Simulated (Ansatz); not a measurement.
Consider the cleavage of the Si–As bond: `[SiH3][As]1C[SiH2]1` + `N[SiH2][SeH]` → `[SiH3]N[SiH2][SeH]` + `C1[SiH2][AsH]1`.

Calculated with Ansatz (gas phase, PBE0-D4/def2-TZVP geometries, no zero-point term in ΔE). CCSD(T)/CBS is the MP2 limit (def2-TZVPP, def2-QZVPP) plus CCSD(T) − MP2 in def2-TZVPP, frozen cores. For As, Se outer-core shells are correlated without core-valence functions, which leaves a few kJ/mol of doubt a bond. Scalar relativity is left out up to krypton. Each species was taken in one conformer, which may not be the lowest.

| species | SCS-MP2/def2-TZVPP energy (Eh) |
| --- | --- |
| `[SiH3][As]1C[SiH2]1` | -2854.71914 |
| `N[SiH2][SeH]` | -2746.84107 |
| `[SiH3]N[SiH2][SeH]` | -3037.10134 |
| `C1[SiH2][AsH]1` | -2564.46581 |

Q: Work out ΔE.

A: ΔE = (-3037.10134) + (-2564.46581) − (-2854.71914) − (-2746.84107) = -0.00694 Eh = -4.4 kcal/mol. CCSD(T)/CBS gives -3.1 kcal/mol.

Largest T1 diagnostic among the species: 0.012.

From PBE to PBE0 (25 % exact exchange), in def2-TZVPP and without D4, ΔE moves by −0.9 kcal/mol. In def2-TZVPP, CCSD(T) changes the Hartree–Fock value by +3.7 kcal/mol (the triples alone add +0.8 kcal/mol) and MP2 by +4.5 kcal/mol.
